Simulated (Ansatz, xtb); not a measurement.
Ranking isomers of C2H10ClNSi2

3 gas-phase structures of C2H10ClNSi2, from a drawn sample of its isomers (lower ones may exist). Each was relaxed with GFN2-xTB; where two conformers were screened, the lower at r2SCAN-D4/def2-SVP is listed:

A. `CN(C)[Si@H]([SiH3])Cl`, a singlet
B. `CCN([SiH3])[SiH2]Cl`, a singlet
C. `CCN[SiH2][SiH2]Cl`, a singlet

Which do you expect lowest at r2SCAN-D4/def2-SVP, and how would the others follow?

Calculated order at r2SCAN-D4/def2-SVP: B (0.000), C (0.709), A (0.832) eV.

Energies above the lowest of each column, in eV; the last columns are at PBE-D3(BJ)/def2-SVP geometries:

```json
{"structure": "B", "GFN2-xTB": "0.000", "HF/STO-3G": "0.000", "r2SCAN-D4/def2-SVP": "0.000", "PBE-D3(BJ)/def2-SVP": "0.000", "CCSD(T)/def2-SVP + ΔMP2/def2-TZVPP": "0.000"}
{"structure": "C", "GFN2-xTB": "1.177", "HF/STO-3G": "0.492", "r2SCAN-D4/def2-SVP": "0.709", "PBE-D3(BJ)/def2-SVP": "0.571", "CCSD(T)/def2-SVP + ΔMP2/def2-TZVPP": "0.827"}
{"structure": "A", "GFN2-xTB": "1.263", "HF/STO-3G": "0.571", "r2SCAN-D4/def2-SVP": "0.832", "PBE-D3(BJ)/def2-SVP": "0.591", "CCSD(T)/def2-SVP + ΔMP2/def2-TZVPP": "0.913"}
```

Every level run on B puts it lowest or level with the lowest. Flexible structures stand in one conformer each, not always the lowest. ΔMP2 is the change of the MP2 energy from the smaller to the larger basis.

Programs: Ansatz 0.2.0, xtb 6.7.1.
